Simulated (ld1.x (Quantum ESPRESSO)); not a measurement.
PBE RRKJ dataset for boron, scalar-relativistic all-electron reference.

| Item | Value |
| --- | --- |
| Element | boron (B) |
| Generator | ld1.x (Quantum ESPRESSO) 7.5 |
| Type | norm-conserving RRKJ (Kleinman–Bylander form) |
| Functional | PBE |
| Relativity | scalar-relativistic |
| Frozen core | [He] |
| Valence charge | 3 |
| Reference configuration | 2s1 2p0 (charge +2) |
| Partial waves | 2p (bound, empty): rc 2.55 bohr; 3d channel at 0.15 Ry: rc 2.54 bohr; 2s (bound): rc 1.35 bohr |
| Local potential | the s channel |
| Core correction | Bessel-smoothed model core inside 0.85 bohr |
| rho0 | 0.005 |

Question: Estimate the cutoffs (Ry, on a coarse ladder) from which the occupation-weighted sum of valence levels, in a spherical-Bessel basis at the reference potential, stays within 10 and 1 mRy of its value at 400 Ry.

Answer: 21 Ry and 50 Ry.

Question: Does the potential have ghost states?

Answer: No extra level below or beside the all-electron valence levels (p, d, s, f tested).

Question: Tests: 2s2 2p1; 2s2 2p0; 2s2 2p0.5; 2s1 2p1; 2s0 2p3; 2s2 2p1.3; 2s1 2p2. Which has the largest error in its energy relative to the reference configuration, and how large is it?

Answer: 2s0 2p3, with +551 meV (all-electron minus pseudo) on -21.92 eV.
